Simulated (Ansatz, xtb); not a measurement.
## C6H8ClF: which of two isomers lies lower

We compare X, `F[C@@H]1CCC=C[C@@H]1Cl`, a singlet, with Y, `F[C@@H]1C=CCC[C@H]1Cl`, a singlet. Both are isolated molecules in the gas phase, relaxed with B3LYP-D3(BJ)/def2-SVP; each stands in its lowest conformer found.

X (Å):

```yaml
atoms:
  - { symbol: C, position_ang: [-0.1516, 1.1282, 0.1903] }
  - { symbol: C, position_ang: [-0.0711, 0.7598, -1.2799] }
  - { symbol: C, position_ang: [0.2280, -0.7374, -1.4250] }
  - { symbol: C, position_ang: [-0.5671, -1.5778, -0.4628] }
  - { symbol: C, position_ang: [-1.2466, -1.0798, 0.5795] }
  - { symbol: C, position_ang: [-1.2843, 0.3844, 0.8929] }
  - { symbol: Cl, position_ang: [-2.9115, 1.0709, 0.3911] }
  - { symbol: F, position_ang: [-0.2938, 2.4909, 0.3483] }
  - { symbol: H, position_ang: [0.7850, 0.8315, 0.7010] }
  - { symbol: H, position_ang: [-1.0380, 1.0069, -1.7453] }
  - { symbol: H, position_ang: [0.7022, 1.3710, -1.7685] }
  - { symbol: H, position_ang: [1.3053, -0.9307, -1.2574] }
  - { symbol: H, position_ang: [0.0328, -1.0703, -2.4582] }
  - { symbol: H, position_ang: [-0.5735, -2.6596, -0.6320] }
  - { symbol: H, position_ang: [-1.8243, -1.7385, 1.2332] }
  - { symbol: H, position_ang: [-1.2427, 0.5698, 1.9744] }
```

Y (Å):

```xyz
16

C    -0.4762   -1.2061   -2.1257
C     0.4333   -1.9713   -1.2097
C     0.7047   -1.5744    0.0400
C     0.1412   -0.3267    0.6586
C    -1.0434    0.2270   -0.1358
C    -0.7739    0.2108   -1.6327
Cl    0.6341    1.2859   -2.0527
F    -1.7091   -1.8680   -2.2176
H    -0.0619   -1.1611   -3.1459
H     0.8647   -2.8950   -1.6056
H     1.3898   -2.1703    0.6525
H     0.9425    0.4324    0.7176
H    -0.1600   -0.5283    1.7001
H    -1.9271   -0.4153    0.0200
H    -1.3071    1.2417    0.1962
H    -1.6266    0.6045   -2.1999
```

Quicker runs give these differences E(Y) − E(X): GFN2-xTB −0.43 kcal/mol; HF/STO-3G +1.05 kcal/mol (at GFN2-xTB geometries); r2SCAN-D4/def2-SVP −0.48 kcal/mol (at GFN2-xTB geometries).

**Question.** Which of the two would you expect CCSD(T)/def2-SVP + ΔMP2/def2-TZVPP electronic energies to favour?

**Answer.** Too close to call at this level: CCSD(T)/def2-SVP + ΔMP2/def2-TZVPP gives E(Y) − E(X) = −0.86 kcal/mol.

The same difference at several levels:

| level | geometry | E(Y) − E(X) (kcal/mol) | departure from the last row (kcal/mol) | job, with rough time for the two |
| --- | --- | --- | --- | --- |
| GFN2-xTB | GFN2-xTB | −0.43 | +0.43 | optimisation, 0.23 s |
| HF/STO-3G | GFN2-xTB | +1.05 | +1.91 | single point, 0.7 s |
| r2SCAN-D4/def2-SVP | GFN2-xTB | −0.48 | +0.38 | single point, 4 s |
| B3LYP-D3(BJ)/def2-SVP | B3LYP-D3(BJ)/def2-SVP | −0.48 | +0.39 | optimisation, 48 s |
| HF/def2-SVP | B3LYP-D3(BJ)/def2-SVP | −0.73 | +0.14 | part of the CCSD(T) run |
| MP2/def2-SVP | B3LYP-D3(BJ)/def2-SVP | −0.83 | +0.03 | part of the CCSD(T) run |
| CCSD(T)/def2-SVP | B3LYP-D3(BJ)/def2-SVP | −0.82 | +0.04 | single point |
| CCSD(T)/def2-SVP + ΔMP2/def2-TZVPP | B3LYP-D3(BJ)/def2-SVP | −0.86 |  | single point, 92 s |

As drawn, both hold the same kinds of bond in the same numbers.

The largest departure from CCSD(T)/def2-SVP + ΔMP2/def2-TZVPP is that of HF/STO-3G, 1.91 kcal/mol. The last row adds to CCSD(T) the change of the MP2 difference between the two basis sets, here −0.04 kcal/mol.

With thermal terms from frequencies at re-optimised GFN2-xTB minima (ideal gas, soft modes damped towards free rotors, one conformer each, 298.15 K, 1 atm): on the last row, ΔE + ΔZPE = −0.88, ΔH = −0.87, ΔG = −0.93 kcal/mol.

The correlated steps freeze 12 core orbitals. Programs: Ansatz 0.2.0, xtb 6.7.1; the last row on 4 threads of Intel(R) Xeon(R) Platinum 8259CL CPU @ 2.50GHz (Skylake/Cascade Lake) on a shared host.
